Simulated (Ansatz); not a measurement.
Ideal-gas functions of CH3FO3W, SMILES `C[O][W](=[O])(=[O])[F]` at 800 K and 1 bar, from an Ansatz frequency run at PBE0-D4/def2-TZVP.

Molar mass 265.87 g/mol, point group C1 (symmetry number 1), electronic degeneracy 1, moments of inertia 139.521, 281.003, 296.651 u Å². Harmonic wavenumbers (cm⁻¹, unscaled): 31, 89, 96, 204, 232, 271, 295, 354, 598, 696, 1014, 1053, 1166, 1176, 1190, 1476, 1485, 1490, 3047, 3132, 3140.

Use S(trans) = R[1.5 ln M + 2.5 ln T − 1.1517]; rotational temperatures θ = 24.2544 K / I; S(rot) = R[ln(√π/σ · √(T³/θAθBθC)) + 1.5]; for each mode x = 1.438777 ν̃/T, S = R[x/(eˣ − 1) − ln(1 − e⁻ˣ)] and H = RT x/(eˣ − 1); 1 cm⁻¹ = 0.0119627 kJ/mol; R = 8.31446 J/(mol·K).

Question: By hand: the entropy, in J/(mol·K).

Answer: Translation 199.0. Rotation: θ = 0.1738, 0.0863, 0.0818 K, giving 128.5. Vibration, mode by mode: 32.32, 23.56, 22.93, 16.70, 15.64, 14.37, 13.68, 12.21, 8.10, 6.97, 4.38, 4.15, 3.53, 3.48, 3.41, 2.28, 2.25, 2.23, 0.23, 0.20, 0.20, in all 192.8. Electronic 0.0. Sum 520.3 J/(mol·K).

Question: By hand: H − E and G − E in kJ/mol, counted from the electronic energy.

Answer: Zero-point energy ½ × 22235 × 0.0119627 = 133.0; thermal vibration 66.3; translation, rotation and pV give 4 RT = 26.6. H − E = 225.9 kJ/mol, and G − E = 225.9 − 800 × 520.3/1000 = -190.3 kJ/mol.

Vibration gives 37 % of the entropy, 78.8 J/(mol·K) of it from the modes under 150 cm⁻¹: soft modes count most, and the harmonic formula is weakest for them. The sum counts one conformer and one mirror image; others add a mixing term.
